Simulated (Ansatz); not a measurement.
Ideal-gas functions of C2H5GaO (`C=[C](O)[GaH2]`) at 500 K and 1 bar, from an Ansatz frequency run at PBE0-D4/def2-TZVP.

Molar mass 114.78 g/mol, point group Cs (symmetry number 1), electronic degeneracy 1, moments of inertia 50.876, 172.913, 223.788 u Å². Harmonic wavenumbers (cm⁻¹, unscaled): 167, 183, 303, 322, 406, 480, 592, 621, 739, 760, 894, 986, 1199, 1297, 1420, 1663, 1950, 1998, 3148, 3254, 3874.

Use S(trans) = R[1.5 ln M + 2.5 ln T − 1.1517]; rotational temperatures θ = 24.2544 K / I; S(rot) = R[ln(√π/σ · √(T³/θAθBθC)) + 1.5]; for each mode x = 1.438777 ν̃/T, S = R[x/(eˣ − 1) − ln(1 − e⁻ˣ)] and H = RT x/(eˣ − 1); 1 cm⁻¹ = 0.0119627 kJ/mol; R = 8.31446 J/(mol·K).

**Question.** By hand: the entropy, in J/(mol·K).

**Answer.** Translation 178.8. Rotation: θ = 0.4767, 0.1403, 0.1084 K, giving 115.2. Vibration, mode by mode: 14.49, 13.74, 9.71, 9.24, 7.48, 6.26, 4.82, 4.51, 3.45, 3.29, 2.43, 1.97, 1.21, 0.96, 0.72, 0.40, 0.20, 0.18, 0.01, 0.01, 0.00, in all 85.1. Electronic 0.0. Sum 379.1 J/(mol·K).

**Question.** By hand: H − E and G − E in kJ/mol, counted from the electronic energy.

**Answer.** Zero-point energy ½ × 26256 × 0.0119627 = 157.0; thermal vibration 24.2; translation, rotation and pV give 4 RT = 16.6. H − E = 197.8 kJ/mol, and G − E = 197.8 − 500 × 379.1/1000 = 8.2 kJ/mol.

Vibration gives 22 % of the entropy. The sum counts one conformer and one mirror image; others add a mixing term.
